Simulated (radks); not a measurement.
Values are calculated unless marked as measured or tabulated.
All-electron atom: Tl17+ in [Kr] 4d10 4f14 5s2 5p2 (the NIST ground configuration). Level of theory: Dirac Kohn-Sham, PBE, spin-unpolarised, spherical densities, point nucleus; open shells are shared between the two j in proportion to 2j + 1 (a radial shooting solver on a logarithmic mesh with Libxc functionals).

Spin-orbit splittings of the eigenvalues, e(l+1/2) - e(l-1/2), with zeta = 2 splitting/(2l+1) and mean radii in bohr:

2p: occ. 6; splitting (eV) 2067; zeta (eV) 1378; <r> j=l-1/2 0.05588; <r> j=l+1/2 0.06467
3p: occ. 6; splitting (eV) 460.1; zeta (eV) 306.7; <r> j=l-1/2 0.1673; <r> j=l+1/2 0.1833
3d: occ. 10; splitting (eV) 98.35; zeta (eV) 39.34; <r> j=l-1/2 0.1593; <r> j=l+1/2 0.1642
4p: occ. 6; splitting (eV) 112.7; zeta (eV) 75.14; <r> j=l-1/2 0.3916; <r> j=l+1/2 0.4252
4d: occ. 10; splitting (eV) 21.22; zeta (eV) 8.488; <r> j=l-1/2 0.4293; <r> j=l+1/2 0.4399
4f: occ. 14; splitting (eV) 4.855; zeta (eV) 1.387; <r> j=l-1/2 0.4481; <r> j=l+1/2 0.4535
5p: occ. 2; splitting (eV) 27.81; zeta (eV) 18.54; <r> j=l-1/2 0.8431; <r> j=l+1/2 0.8996
